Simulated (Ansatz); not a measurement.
# A geometry optimisation of H3SiSn2 with B3LYP-D3(BJ)/def2-SVP

The starting geometry of this gas-phase doublet was optimised with GFN2-xTB.

```xyz
6

Si   -0.9334    1.2412    2.9974
Sn   -2.4274    0.4259    1.0859
Sn   -0.8135    2.7254    0.5818
H     0.3675    0.6466    3.3445
H    -1.1129    2.1464    4.1391
H    -3.4672    1.8648    1.4694
```

**Question.** Predict what becomes of its bonds when it is optimised with B3LYP-D3(BJ)/def2-SVP.

**Answer.** A new bond forms, giving a structure with H6 bridging Sn2 and Sn3, given below by its coordinates. Distances that change by over a tenth: Sn2–Sn3 (2.85 → 3.31 Å). Contacts that close: Sn3–H6 (2.93 → 1.98 Å).

The energy falls by 0.60 eV over 18 steps:

```tsv
step	E − E(last) (eV)
1	0.596
3	0.281
5	0.109
7	0.049
9	0.027
10	0.003
12	0.001
14	0.000
16	0.000
18	0.000
```

Final geometry (Å):

```yaml
atoms:
  - { symbol: Si, position_ang: [-0.8521, 1.3879, 3.0001] }
  - { symbol: Sn, position_ang: [-2.8922, 0.2690, 1.7486] }
  - { symbol: Sn, position_ang: [-1.2539, 3.0446, 0.9815] }
  - { symbol: H, position_ang: [0.4376, 0.6293, 3.0080] }
  - { symbol: H, position_ang: [-1.1082, 1.9194, 4.3752] }
  - { symbol: H, position_ang: [-2.7182, 1.8002, 0.5046] }
```

Frequencies at the end are all real (lowest 85 cm⁻¹). Open shells are spin-unrestricted. Atoms past krypton carry core potentials, without spin–orbit terms. Run with Ansatz 0.2.0, 3.5 min on 1 thread of Intel(R) Xeon(R) Platinum 8259CL CPU @ 2.50GHz (Skylake/Cascade Lake), on a shared host.
